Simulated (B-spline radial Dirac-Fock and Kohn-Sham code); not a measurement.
**Atomic SCF run for O**

ΔSCF core binding energies without Breit or QED terms, calculated with a radial B-spline solver. Keys: rel is the Hamiltonian (dirac, or spin-free x2c and nr, where L3 and M5 stand for the whole 2p and 3d shells), method is hf or an exchange,correlation pair (spin-unpolarised, also for the hole states), nuc the nuclear model, radius_factor scales its radius, rmax is the box in bohr, h the logarithmic mesh step, order the B-spline order, points the quadrature points per cell, c_factor scales the speed of light, and damp, ndamp, maxit and tol steer the iteration. The run stops when the commutator error falls below 10·tol·max(1, Z/10), or the numerical noise floor, and the energy has settled to about 1e-8 Ha; the virial ratio is −V/T.

Input (task.json):

```json
{"items": [{"Z": 8, "q": 0, "cfg": [[1, 0, 2], [2, 0, 2], [2, 1, 4]], "A": 16, "rrms": 2.6991, "do": "settings", "holes": ["K", "L3", "M5"],
  "settings": [{"rel": "dirac", "method": "hf", "nuc": "fermi", "radius_factor": 1.0, "rmax": 45.0, "h": 0.3, "order": 8, "points": 10, "c_factor": 1.0, "maxit": 52, "damp": 0.5, "ndamp": 3, "tol": 1e-14}]}]}
```

Command: `python xray2_run.py task.json out`

Ground-state iterations:

```
iter   energy (Ha)        error
   1      -73.13534087  3.29e-01
   2      -74.44301567  1.52e-01
   3      -74.78332695  4.73e-02
   4      -74.82113243  1.46e-02
   5      -74.82431319  5.81e-03
   6      -74.82498443  2.57e-04
   7      -74.82498581  5.24e-05
   8      -74.82498585  6.86e-06
   9      -74.82498585  4.54e-07
  10      -74.82498585  1.47e-08
```

The ground state converged in 10 iterations, with total energy -74.82499 Ha, virial ratio 1.99851 and highest orbital energy -16.75 eV. ΔSCF binding energies: K (1s) 545.8 eV. Holes are computed only in closed shells, and unreliable hole states are left out.

One setting is outside the advised range (tolerance below the noise), but here it does no visible harm: the result matches the run with default settings.
